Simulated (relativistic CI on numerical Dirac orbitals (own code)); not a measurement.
**Ir3+: 4d photoemission**

Computed with this model: Dirac-Coulomb-Breit CI, separate exchange-only KLI orbitals for each configuration, model QED, valence Slater integrals scaled by 0.8, multiplet model of photoemission in the sudden approximation; configurations [Xe] 4f14 5d6 → [Kr] 4d9 4f14 5s2 5p6 5d6; 300 K; Lorentzian 4.9 eV and Gaussian 0.6 eV FWHM. Energies are those of the free ion, without screening or charge transfer. The energies are binding energies and can lie tens of eV above those of solids. S is read from ⟨S²⟩ = S(S + 1).

free ion: ground-state S = 1.85, centroid 349.68 eV. Peaks (eV, height): 342.8 (100), 359.2 (71).

Strongest unbroadened transitions for free ion:

```tsv
Energy (eV)	Relative strength
342.30	21.6
342.43	100.0
342.93	41.0
342.96	73.7
343.27	42.3
343.35	22.0
343.62	6.7
343.65	10.2
343.67	18.8
343.77	5.3
343.94	7.7
345.57	11.0
347.74	4.0
359.05	38.3
359.18	48.2
359.29	78.8
359.37	44.8
360.07	21.4
```
